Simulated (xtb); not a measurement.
C₆H₁₄Se, singlet, at a GFN2-xTB geometry of the parent state; GFN2-xTB (xtb).

Here is a job for xtb.
```
$ xtb mol.xyz --gfn 2 --chrg 0 --uhf 0 --json

# file mol.xyz
21

C      2.05950006     0.96665272     1.04727159
C      1.44517531    -0.37054547     0.65574128
C      2.46758403    -1.34118426     0.10240029
Se     0.04441518    -0.02053221    -0.72361935
C     -1.51012594     0.36898858     0.46844313
C     -2.40514996     1.39707461    -0.19241692
C     -2.22921737    -0.94588539     0.73780365
H      2.58308967     1.41798213     0.20661849
H      2.78445127     0.79367771     1.84087247
H      1.31577984     1.66891908     1.42087076
H      0.91010986    -0.80484702     1.50562594
H      2.00978398    -2.28611468    -0.18436482
H      3.21326434    -1.54659297     0.86811592
H      2.98442504    -0.92516663    -0.76042411
H     -1.07705426     0.76037927     1.39345625
H     -1.87239715     2.32595774    -0.38771140
H     -2.81554331     1.02380064    -1.12883350
H     -3.23953569     1.61951293     0.47011767
H     -1.57378561    -1.68727914     1.19245994
H     -2.65018171    -1.35768516    -0.17750418
H     -3.04911936    -0.75505345     1.42830057
```

Q: Write the output that xtb gives for this input, abridged.

A: 
```
   ID    Z sym.   atoms
    1    6 C      1-3, 5-7
    2   34 Se     4
    3    1 H      8-21

           -------------------------------------------------
          |                Calculation Setup                |
           -------------------------------------------------

           -------------------------------------------------
          |                 G F N 2 - x T B                 |
           -------------------------------------------------

          ...................................................
          :                      SETUP                      :
          :.................................................:
          :  # basis functions                  48          :
          :  # atomic orbitals                  47          :
          :  # shells                           29          :
          :  # electrons                        44          :
          :  max. iterations                   250          :
          :  Hamiltonian                  GFN2-xTB          :
          :  restarted?                      false          :
          :  GBSA solvation                  false          :
          :  PC potential                    false          :
          :  electronic temp.          300.0000000     K    :
          :  accuracy                    1.0000000          :
          :  -> integral cutoff          0.2500000E+02      :
          :  -> integral neglect         0.1000000E-07      :
          :  -> SCF convergence          0.1000000E-05 Eh   :
          :  -> wf. convergence          0.1000000E-03 e    :
          :  Broyden damping             0.4000000          :
          :  net charge                          0          :
          :  unpaired electrons                  0          :
          ...................................................

 iter      E             dE          RMSdq      gap      omega  full diag
   1    -23.3734314 -0.233734E+02  0.381E+00    4.73       0.0  T
   2    -23.4527305 -0.792991E-01  0.309E+00    4.02       1.0  T
   3    -23.4577202 -0.498962E-02  0.159E+00    4.05       1.0  T
   4    -23.4577746 -0.544682E-04  0.441E-01    3.90       1.0  T
   5    -23.4582044 -0.429804E-03  0.187E-01    3.92       1.0  T
   6    -23.4582150 -0.105256E-04  0.455E-02    3.91       1.0  T
   7    -23.4582157 -0.729921E-06  0.111E-02    3.91       2.0  T
   8    -23.4582157 -0.149360E-07  0.483E-03    3.91       4.5  T
   9    -23.4582157 -0.189023E-07  0.117E-03    3.91      18.6  T
[...]
         :: total energy             -23.155470583579 Eh    ::
[...]
 ---------------------------------------------------------------------------
     1   6 C    3.996 --     2 C    1.018     8 H    0.983    10 H    0.983
                             9 H    0.978
     2   6 C    3.983 --     3 C    1.020     1 C    1.018     4 Se   0.971
                            11 H    0.958
     3   6 C    3.995 --     2 C    1.020    12 H    0.981    14 H    0.980
                            13 H    0.978
     4  34 Se   2.158 --     2 C    0.971     5 C    0.971
     5   6 C    3.983 --     6 C    1.020     7 C    1.018     4 Se   0.971
                            15 H    0.958
     6   6 C    3.995 --     5 C    1.020    16 H    0.982    17 H    0.980
                            18 H    0.978
     7   6 C    3.996 --     5 C    1.018    19 H    0.983    20 H    0.983
                            21 H    0.978
     8   1 H    0.998 --     1 C    0.983
     9   1 H    0.999 --     1 C    0.978
    10   1 H    0.998 --     1 C    0.983
    11   1 H    0.999 --     2 C    0.958
    12   1 H    0.998 --     3 C    0.981
    13   1 H    0.998 --     3 C    0.978
    14   1 H    0.998 --     3 C    0.980
    15   1 H    0.999 --     5 C    0.958
    16   1 H    0.998 --     6 C    0.982
    17   1 H    0.998 --     6 C    0.980
    18   1 H    0.998 --     6 C    0.978
    19   1 H    0.998 --     7 C    0.983
    20   1 H    0.998 --     7 C    0.983
    21   1 H    0.999 --     7 C    0.978
 ---------------------------------------------------------------------------

Topologies differ in total number of bonds
Writing topology from bond orders to xtbtopo.mol

molecular dipole:
                 x           y           z       tot (Debye)
 q only:       -0.026       0.012       0.552
   full:       -0.059       0.020       1.005       2.559
molecular quadrupole (traceless):
                xx          xy          yy          xz          yz          zz
 q only:        3.429      -1.184      -0.597       0.396      -0.090      -2.833
  q+dip:        3.874      -1.004      -0.820       0.462      -0.144      -3.054
   full:        4.726      -1.562      -1.746       0.510      -0.137      -2.980

           -------------------------------------------------
          | TOTAL ENERGY              -23.155470583579 Eh   |
          | GRADIENT NORM               0.019820287651 Eh/α |
          | HOMO-LUMO GAP               3.907997120719 eV   |
           -------------------------------------------------

normal termination of xtb
```
